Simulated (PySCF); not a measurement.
Correlation energy of K (potassium, neutral)

[Ar] 3d1, 2D determinant (an excited configuration). All numbers are calculated (PySCF 2.14, the spin-free X2C one-electron Hamiltonian (Gaussian nucleus), in x2c-QZVPPall with one added diffuse shell each of s, p, d, f type (12s8p5d4f, 89 functions)). Frozen: [Ne]; 9 electrons correlated.

```csv
level,correlation energy (mhartree)
CCSD,-211.82
(T),-6.03
CCSD(T),-217.85
```

Diagnostics: T1 = 0.023, D1 = 0.0971, largest double amplitude 0.029.

Is a single reference adequate?

Yes: T1 lies below 0.03 and no double amplitude reaches 0.07.

This basis was not built for core-valence correlation, so the inner-shell part is incomplete.
